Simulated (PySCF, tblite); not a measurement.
Isomers of C7H11NOSi. All values are computed: GFN2-xTB (tblite) harmonic vibrations without scaling, gas phase. This tight-binding method is rough: wavenumbers can miss measured ones by several per cent, in bad cases by 10 to 20. Modes of hydrogen on silicon can be 10 to 20 % off. One conformer each.

Electronic energies: PBE0/pcSseg-1 single points on the GFN2-xTB geometries (PySCF, gas phase).

```tsv
SMILES	electronic energy, lowest = 0 (kJ/mol)
C=CC(C=C)[C@@H](C#N)O[SiH3]	139.6
CCC1=CC(NC=O)=C[SiH2]1	2.9
C=C[C@@]1(C#N)CC[SiH2]OC1	0.0
C/N=C/c1ccc([SiH2]C)o1	34.6
```

How do GFN2-xTB zero-point energies change the relative energies?

```json
{"SMILES": "C=C[C@@]1(C#N)CC[SiH2]OC1", "ZPE (kJ/mol)": "426.1", "of it from modes above 1550 cm⁻¹": "213.6", "electronic (kJ/mol)": "0.0", "with ZPE, lowest = 0 (kJ/mol)": "0.5", "lowest mode (cm⁻¹)": "68", "rings": "1"}
{"SMILES": "CCC1=CC(NC=O)=C[SiH2]1", "ZPE (kJ/mol)": "422.7", "of it from modes above 1550 cm⁻¹": "220.2", "electronic (kJ/mol)": "2.9", "with ZPE, lowest = 0 (kJ/mol)": "0.0", "lowest mode (cm⁻¹)": "40", "rings": "1"}
{"SMILES": "C/N=C/c1ccc([SiH2]C)o1", "ZPE (kJ/mol)": "417.3", "of it from modes above 1550 cm⁻¹": "208.5", "electronic (kJ/mol)": "34.6", "with ZPE, lowest = 0 (kJ/mol)": "26.3", "lowest mode (cm⁻¹)": "23", "rings": "1"}
{"SMILES": "C=CC(C=C)[C@@H](C#N)O[SiH3]", "ZPE (kJ/mol)": "408.6", "of it from modes above 1550 cm⁻¹": "221.6", "electronic (kJ/mol)": "139.6", "with ZPE, lowest = 0 (kJ/mol)": "122.7", "lowest mode (cm⁻¹)": "36", "rings": "0"}
```

The zero-point energies span 17.5 kJ/mol, from `C=CC(C=C)[C@@H](C#N)O[SiH3]` to `C=C[C@@]1(C#N)CC[SiH2]OC1`. With it `CCC1=CC(NC=O)=C[SiH2]1` becomes the lowest.

And how do the electronic energies of GFN2-xTB itself compare?

`C=C[C@@]1(C#N)CC[SiH2]OC1` 0.0; `CCC1=CC(NC=O)=C[SiH2]1` 79.2; `C/N=C/c1ccc([SiH2]C)o1` 49.5; `C=CC(C=C)[C@@H](C#N)O[SiH3]` 95.2 kJ/mol, lowest = 0. Against the energies above, taken from the same isomer `C=C[C@@]1(C#N)CC[SiH2]OC1`, the largest difference is 76.3 kJ/mol.

What do entropy and thermal enthalpy add at 298.15 K and 1 bar (rigid rotor, harmonic oscillator, one conformer each)?

```tsv
SMILES	point group	symmetry number	S (J/(mol K))	H − H(0) (kJ/mol)	ZPE + H − H(0) − TS (kJ/mol)
C=C[C@@]1(C#N)CC[SiH2]OC1	C1	1	422.8	31.09	331.1
CCC1=CC(NC=O)=C[SiH2]1	Cs	1	439.6	32.44	324.0
C=CC(C=C)[C@@H](C#N)O[SiH3]	C1	1	478.6	36.14	302.1
```

Not tabulated: `C/N=C/c1ccc([SiH2]C)o1` (lowest mode only 23 cm⁻¹).
